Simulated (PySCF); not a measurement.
BO, SMILES [B]=O (connectivity only; charge and spin as stated), charge +1, multiplicity 1.

Geometry: r2SCAN-D4/def2-TZVPD. The spin state was assumed, not searched.

Two levels are set side by side: PBE/def2-TZVPD (PySCF) and B3LYP/def2-TZVPD (PySCF). Same geometry, gas phase. Differences are taken from unrounded values.

| quantity | PBE |
|---|---|
| orbital gap (eV) | 1.42 |
| highest occupied level (eV) | -18.51 |
| lowest empty level (eV) | -17.09 |
| mean polarisability (bohr³) | 15.4 |

**Question.** These are the PBE values. What does B3LYP give? (Estimate from the structure and the level; the computed values follow.)

**Answer.** 
```tsv
quantity	B3LYP	PBE minus B3LYP
orbital gap (eV)	3.25	-1.83
highest occupied level (eV)	-19.74	1.23
lowest empty level (eV)	-16.49	-0.60
mean polarisability (bohr³)	15.2	0.2
```

PBE's occupied levels lie high since its potential decays too fast outside the molecule; exact exchange lowers them and widens the gap. Differences between two approximate levels are no errors against the true value.

Rough cost on one machine, each run with all the roots and properties that it gave: B3LYP against PBE within a factor of 2.
